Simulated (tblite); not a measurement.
Record of a relaxation.

Species: C₄H₉AlS.
Numbering: `[CH2:1]=[CH:2][AlH:3][S:4][CH2:5][CH3:6]` (hydrogens: H7, H8 on C1; H9 on C2; H10 on Al3; H11, H12 on C5; H13, H14, H15 on C6)

Computed with GFN2-xTB (tblite), gas phase: L-BFGS steps from a force-field or distance-geometry start until the largest atomic force falls under 0.01 eV/Å. 14 of its 148 geometries are shown.

Step 0: E = -474.2052 eV, largest atomic force 1.394 eV/Å
```
atom  x, y, z in Å  |  force x, y, z in eV/Å
C1      3.187    0.531   -0.018   -0.741   0.327  -0.428
C2      2.681   -0.692   -0.112    0.093  -0.731   0.080
Al3     0.970   -1.051   -1.007   -1.082   0.012   0.002
S4     -0.510    0.577   -1.582    0.880  -0.524  -0.276
C5     -1.712    0.957   -0.281   -0.815   0.913   0.402
C6     -2.677   -0.160    0.009   -1.078   0.152   0.870
H7      4.102    0.802    0.453    0.469   0.103   0.261
H8      2.595    1.335   -0.464    0.344   0.047   0.158
H9      3.211   -1.554    0.321    0.109   0.314  -0.038
H10     0.508   -2.564   -1.233    0.125   0.546  -0.032
H11    -2.308    1.831   -0.668    0.756  -0.619   0.251
H12    -1.236    1.241    0.675    0.093   0.063  -0.573
H13    -3.452    0.256    0.718    0.562  -0.483  -0.706
H14    -3.189   -0.537   -0.882    0.274   0.089   0.242
H15    -2.175   -0.964    0.544    0.011  -0.209  -0.213
```

Step 11: E = -474.4148 eV, largest atomic force 0.118 eV/Å
```
atom  x, y, z in Å  |  force x, y, z in eV/Å
C1      3.150    0.532   -0.032    0.008  -0.018   0.028
C2      2.654   -0.704   -0.107   -0.046   0.003   0.016
Al3     0.885   -1.051   -0.924   -0.027  -0.062  -0.038
S4     -0.486    0.538   -1.584   -0.036  -0.012   0.016
C5     -1.723    0.962   -0.263    0.081  -0.015  -0.084
C6     -2.691   -0.163    0.039    0.019   0.002   0.010
H7      4.096    0.760    0.444    0.033   0.055  -0.057
H8      2.616    1.378   -0.452    0.013  -0.023   0.068
H9      3.255   -1.512    0.317   -0.011   0.038   0.009
H10     0.471   -2.501   -1.258   -0.073   0.043   0.027
H11    -2.244    1.820   -0.687   -0.020  -0.002   0.042
H12    -1.175    1.277    0.624   -0.034  -0.020  -0.014
H13    -3.469    0.195    0.710   -0.010   0.021   0.033
H14    -3.163   -0.523   -0.872    0.034   0.021  -0.032
H15    -2.181   -0.999    0.518    0.070  -0.032  -0.023
```

Step 23: E = -474.4334 eV, largest atomic force 0.144 eV/Å
```
atom  x, y, z in Å  |  force x, y, z in eV/Å
C1      3.132    0.541   -0.024   -0.019  -0.041   0.034
C2      2.614   -0.691   -0.065   -0.075   0.019   0.006
Al3     0.835   -1.048   -0.891    0.064   0.091   0.046
S4     -0.491    0.549   -1.625    0.073   0.018  -0.052
C5     -1.692    0.960   -0.283   -0.079  -0.028   0.035
C6     -2.644   -0.180    0.021    0.004  -0.018   0.008
H7      4.122    0.761    0.362   -0.051  -0.024   0.020
H8      2.576    1.408   -0.369    0.013  -0.120  -0.038
H9      3.230   -1.508    0.327   -0.030   0.106  -0.093
H10     0.334   -2.473   -1.204    0.001  -0.027   0.049
H11    -2.236    1.821   -0.673    0.024  -0.012   0.024
H12    -1.132    1.261    0.604   -0.033  -0.009  -0.041
H13    -3.407    0.155    0.725    0.058  -0.036  -0.003
H14    -3.139   -0.523   -0.887    0.045   0.053   0.013
H15    -2.105   -1.026    0.455    0.006   0.027  -0.007
```

Step 34: E = -474.4548 eV, largest atomic force 0.141 eV/Å
```
atom  x, y, z in Å  |  force x, y, z in eV/Å
C1      3.070    0.537   -0.013    0.058   0.006  -0.013
C2      2.535   -0.686   -0.045    0.026   0.037  -0.079
Al3     0.750   -0.996   -0.842    0.007   0.069  -0.017
S4     -0.467    0.638   -1.688    0.102  -0.067  -0.011
C5     -1.647    0.966   -0.308   -0.100  -0.057   0.082
C6     -2.552   -0.213   -0.014    0.008  -0.056  -0.008
H7      4.079    0.740    0.326   -0.036   0.001   0.033
H8      2.510    1.408   -0.337   -0.010  -0.037   0.006
H9      3.167   -1.515    0.282   -0.026   0.023   0.033
H10     0.199   -2.420   -1.004   -0.079  -0.067  -0.002
H11    -2.235    1.816   -0.649    0.012   0.074   0.010
H12    -1.082    1.246    0.580    0.031   0.080  -0.014
H13    -3.271    0.064    0.757   -0.001  -0.037  -0.015
H14    -3.091   -0.509   -0.912    0.008  -0.006   0.028
H15    -1.968   -1.069    0.340   -0.001   0.038  -0.035
```

Step 45: E = -474.4645 eV, largest atomic force 0.032 eV/Å
```
atom  x, y, z in Å  |  force x, y, z in eV/Å
C1      3.056    0.537   -0.017    0.004   0.001  -0.011
C2      2.531   -0.689   -0.086    0.007   0.001  -0.005
Al3     0.730   -1.001   -0.848   -0.007   0.026   0.008
S4     -0.452    0.661   -1.684    0.018  -0.009   0.002
C5     -1.643    0.979   -0.304    0.002  -0.016   0.003
C6     -2.519   -0.223   -0.022   -0.002  -0.017  -0.008
H7      4.044    0.747    0.375   -0.008  -0.012   0.005
H8      2.505    1.403   -0.364   -0.010  -0.005  -0.004
H9      3.147   -1.514    0.276    0.007   0.001   0.011
H10     0.116   -2.415   -0.927   -0.015   0.010  -0.016
H11    -2.237    1.827   -0.644   -0.005  -0.003  -0.003
H12    -1.074    1.276    0.576   -0.011   0.008   0.012
H13    -3.233    0.002    0.769    0.004   0.029   0.012
H14    -3.067   -0.507   -0.918   -0.008  -0.010  -0.015
H15    -1.908   -1.075    0.291    0.022  -0.004   0.009
```

Step 57: E = -474.4658 eV, largest atomic force 0.031 eV/Å
```
atom  x, y, z in Å  |  force x, y, z in eV/Å
C1      3.054    0.533   -0.019    0.001  -0.011  -0.014
C2      2.538   -0.697   -0.087   -0.010  -0.007   0.009
Al3     0.732   -0.996   -0.847    0.004  -0.019   0.004
S4     -0.436    0.676   -1.675   -0.010   0.018  -0.006
C5     -1.644    0.980   -0.307    0.001   0.000   0.006
C6     -2.511   -0.229   -0.021   -0.008   0.005  -0.003
H7      4.036    0.748    0.382    0.000   0.007  -0.001
H8      2.500    1.392   -0.379    0.002  -0.002   0.006
H9      3.154   -1.516    0.288   -0.005   0.000   0.001
H10     0.088   -2.395   -0.943    0.010   0.006  -0.003
H11    -2.246    1.820   -0.653    0.004  -0.020   0.004
H12    -1.087    1.286    0.579   -0.003   0.013   0.000
H13    -3.224    0.006    0.770   -0.001  -0.016   0.000
H14    -3.059   -0.522   -0.913    0.001   0.000  -0.010
H15    -1.897   -1.077    0.299    0.015   0.026   0.008
```

Step 68: E = -474.4677 eV, largest atomic force 0.049 eV/Å
```
atom  x, y, z in Å  |  force x, y, z in eV/Å
C1      3.044    0.511   -0.028    0.008   0.003  -0.005
C2      2.531   -0.722   -0.070   -0.013   0.011   0.014
Al3     0.729   -0.984   -0.849   -0.020  -0.024   0.000
S4     -0.416    0.720   -1.647   -0.008   0.026   0.004
C5     -1.657    1.001   -0.304   -0.017  -0.020   0.010
C6     -2.482   -0.235   -0.011   -0.005  -0.003  -0.013
H7      4.025    0.743    0.368   -0.005  -0.003   0.003
H8      2.481    1.357   -0.406    0.023   0.012   0.004
H9      3.143   -1.534    0.324    0.000   0.002  -0.011
H10     0.070   -2.369   -0.999   -0.001  -0.021  -0.004
H11    -2.287    1.808   -0.678    0.017   0.003   0.017
H12    -1.126    1.343    0.584   -0.012   0.026  -0.012
H13    -3.222   -0.024    0.761    0.039   0.014   0.008
H14    -3.003   -0.560   -0.909    0.030  -0.039  -0.004
H15    -1.834   -1.049    0.334   -0.036   0.015  -0.010
```

Step 79: E = -474.4709 eV, largest atomic force 0.035 eV/Å
```
atom  x, y, z in Å  |  force x, y, z in eV/Å
C1      3.032    0.486   -0.040    0.009   0.006   0.012
C2      2.497   -0.738   -0.048    0.008   0.008  -0.010
Al3     0.702   -0.983   -0.849    0.003   0.028  -0.021
S4     -0.376    0.793   -1.594   -0.019  -0.011   0.005
C5     -1.678    1.030   -0.303   -0.004  -0.014   0.006
C6     -2.431   -0.247    0.003   -0.015   0.000   0.005
H7      4.016    0.712    0.352    0.008  -0.014   0.001
H8      2.487    1.336   -0.437   -0.001  -0.002   0.005
H9      3.103   -1.547    0.361   -0.014  -0.009   0.001
H10     0.044   -2.358   -1.090   -0.006   0.021   0.009
H11    -2.345    1.786   -0.715    0.008  -0.004  -0.025
H12    -1.200    1.435    0.589    0.012  -0.003   0.004
H13    -3.207   -0.055    0.743   -0.007   0.002   0.021
H14    -2.897   -0.637   -0.899    0.023  -0.022  -0.008
H15    -1.749   -1.008    0.400   -0.004   0.013  -0.005
```

Step 90: E = -474.4766 eV, largest atomic force 0.064 eV/Å
```
atom  x, y, z in Å  |  force x, y, z in eV/Å
C1      3.023    0.416   -0.058    0.011   0.005   0.027
C2      2.417   -0.774   -0.019    0.032  -0.016  -0.037
Al3     0.648   -0.906   -0.893   -0.026   0.018   0.041
S4     -0.320    0.982   -1.491    0.007   0.015  -0.033
C5     -1.736    1.076   -0.314   -0.018  -0.011  -0.042
C6     -2.293   -0.281    0.060   -0.019   0.005  -0.005
H7      4.010    0.604    0.345    0.024  -0.008   0.011
H8      2.530    1.275   -0.499    0.016   0.002   0.006
H9      2.963   -1.601    0.434    0.013  -0.010   0.003
H10    -0.068   -2.215   -1.276    0.000  -0.011  -0.009
H11    -2.478    1.670   -0.846   -0.054   0.002   0.035
H12    -1.408    1.630    0.565    0.014  -0.021  -0.024
H13    -3.171   -0.161    0.693   -0.004  -0.015   0.026
H14    -2.578   -0.836   -0.835    0.019   0.003   0.003
H15    -1.545   -0.870    0.606   -0.013   0.042  -0.004
```

Step 102: E = -474.4834 eV, largest atomic force 0.048 eV/Å
```
atom  x, y, z in Å  |  force x, y, z in eV/Å
C1      3.061    0.393   -0.042   -0.015  -0.002  -0.001
C2      2.404   -0.770   -0.033    0.011  -0.026  -0.016
Al3     0.627   -0.854   -0.907    0.036   0.015   0.019
S4     -0.357    1.027   -1.507   -0.005  -0.004  -0.016
C5     -1.786    1.082   -0.339    0.017   0.036  -0.011
C6     -2.265   -0.289    0.084   -0.008   0.026  -0.011
H7      4.051    0.528    0.375   -0.002   0.002  -0.006
H8      2.610    1.279   -0.476    0.018   0.014   0.020
H9      2.914   -1.625    0.413   -0.014  -0.002  -0.010
H10    -0.081   -2.161   -1.316   -0.002  -0.008   0.005
H11    -2.565    1.622   -0.876    0.010  -0.011  -0.005
H12    -1.474    1.674    0.521   -0.037   0.021  -0.004
H13    -3.180   -0.203    0.669   -0.003  -0.012   0.041
H14    -2.461   -0.912   -0.788   -0.015  -0.012  -0.032
H15    -1.500   -0.782    0.695    0.008  -0.038   0.028
```

Step 113: E = -474.4863 eV, largest atomic force 0.043 eV/Å
```
atom  x, y, z in Å  |  force x, y, z in eV/Å
C1      3.092    0.398   -0.022   -0.001   0.023   0.011
C2      2.426   -0.759   -0.061    0.028   0.022   0.013
Al3     0.637   -0.840   -0.905    0.003   0.009  -0.008
S4     -0.392    1.003   -1.546    0.030  -0.016   0.020
C5     -1.801    1.077   -0.353    0.005   0.005  -0.008
C6     -2.288   -0.290    0.083   -0.005   0.037   0.015
H7      4.084    0.511    0.400   -0.020  -0.028  -0.014
H8      2.652    1.307   -0.417   -0.007  -0.003   0.002
H9      2.929   -1.634    0.354    0.002  -0.013  -0.012
H10    -0.066   -2.164   -1.262   -0.006  -0.012  -0.001
H11    -2.580    1.622   -0.888   -0.004  -0.037   0.022
H12    -1.476    1.674    0.499   -0.022  -0.007  -0.020
H13    -3.182   -0.189    0.698   -0.007  -0.002   0.010
H14    -2.522   -0.908   -0.784    0.009   0.007   0.004
H15    -1.517   -0.800    0.676   -0.004   0.015  -0.033
```

Step 124: E = -474.4904 eV, largest atomic force 0.020 eV/Å
```
atom  x, y, z in Å  |  force x, y, z in eV/Å
C1      3.121    0.367   -0.001    0.009   0.006  -0.012
C2      2.430   -0.773   -0.073    0.015   0.007   0.000
Al3     0.634   -0.805   -0.903   -0.016  -0.002  -0.004
S4     -0.378    1.066   -1.485    0.007   0.006  -0.005
C5     -1.862    1.087   -0.386   -0.001  -0.004   0.003
C6     -2.260   -0.284    0.115    0.006   0.004   0.010
H7      4.124    0.438    0.402   -0.018  -0.008  -0.001
H8      2.696    1.300   -0.354   -0.008  -0.004   0.013
H9      2.920   -1.676    0.295    0.012  -0.005  -0.002
H10    -0.071   -2.112   -1.317   -0.001  -0.005   0.006
H11    -2.655    1.524   -0.993   -0.003   0.003  -0.007
H12    -1.639    1.763    0.439   -0.001  -0.001   0.007
H13    -3.152   -0.216    0.737   -0.011   0.007  -0.005
H14    -2.461   -0.953   -0.722    0.008  -0.005  -0.005
H15    -1.452   -0.719    0.717    0.001   0.000   0.004
```

Step 136: E = -474.4924 eV, largest atomic force 0.062 eV/Å
```
atom  x, y, z in Å  |  force x, y, z in eV/Å
C1      3.134    0.354    0.025   -0.008  -0.011  -0.053
C2      2.456   -0.787   -0.123   -0.004  -0.016  -0.006
Al3     0.633   -0.798   -0.898    0.035  -0.045   0.025
S4     -0.359    1.096   -1.439    0.008  -0.007   0.020
C5     -1.892    1.093   -0.409   -0.020  -0.004  -0.022
C6     -2.255   -0.271    0.138   -0.004  -0.001   0.013
H7      4.146    0.406    0.409   -0.022   0.006   0.001
H8      2.689    1.302   -0.254    0.007   0.014   0.034
H9      2.967   -1.709    0.162   -0.004   0.007   0.004
H10    -0.080   -2.111   -1.293    0.006   0.043   0.006
H11    -2.671    1.462   -1.074   -0.029   0.025   0.011
H12    -1.742    1.813    0.395    0.018  -0.008  -0.029
H13    -3.179   -0.212    0.710   -0.007   0.009   0.021
H14    -2.390   -0.988   -0.672    0.013  -0.007  -0.045
H15    -1.460   -0.642    0.795    0.012  -0.004   0.020
```

Step 147: E = -474.4951 eV, largest atomic force 0.008 eV/Å
```
atom  x, y, z in Å  |  force x, y, z in eV/Å
C1      3.123    0.359    0.037    0.002  -0.001   0.000
C2      2.498   -0.803   -0.167    0.001  -0.001   0.002
Al3     0.645   -0.834   -0.864    0.002   0.005   0.004
S4     -0.333    1.065   -1.414    0.004  -0.001  -0.003
C5     -1.889    1.095   -0.420   -0.005  -0.002   0.003
C6     -2.278   -0.259    0.132   -0.002   0.008   0.000
H7      4.143    0.437    0.394   -0.002   0.001  -0.005
H8      2.623    1.302   -0.151    0.004  -0.004   0.001
H9      3.062   -1.715    0.038   -0.003   0.003  -0.001
H10    -0.095   -2.141   -1.209   -0.001  -0.002   0.001
H11    -2.652    1.474   -1.099   -0.002  -0.002  -0.001
H12    -1.737    1.821    0.378   -0.001   0.000   0.004
H13    -3.213   -0.184    0.686    0.002  -0.001  -0.003
H14    -2.402   -0.980   -0.678    0.001  -0.001  -0.003
H15    -1.500   -0.631    0.809   -0.001  -0.002   0.000
```

**Question.** Summarise the path.

**Answer.** The energy falls by 27.97 kJ/mol from step 0 to step 147; nine tenths of that is first reached at step 61. It falls at every step. The largest force goes from 1.394 to 0.008 eV/Å. Among the bonds Al3–S4 changes most, from 2.274 to 2.206 Å; the atoms move by 0.552 Å rms after alignment.

The cost below is that of the whole relaxation. On an Arm Neoverse N1 with one thread, shared host with 64 logical CPUs at a one-minute load of 54, this took 1.6 s wall.
